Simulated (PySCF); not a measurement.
## Electron correlation in O (oxygen, neutral)

[He] 2s1 2p5, high-spin 3P determinant (an excited configuration). Calculation: PySCF 2.14, in aug-cc-pCVTZ-DK with one added diffuse shell each of s, p, d, f type (8s7p5d3f, 75 functions); scalar relativity by spin-free X2C-1e. Frozen: nothing; 8 electrons correlated.

```csv
level,correlation energy (mhartree)
CCSD,-267.15
(T),-18.79
CCSD(T),-285.94
```

Diagnostics: T1 = 0.022, D1 = 0.0665, largest double amplitude 0.180.

A double-excitation amplitude exceeds 0.15, a sign of near-degeneracy.

Cost of the coupled-cluster step: of the order of 40 core-seconds, for 8 correlated electrons.
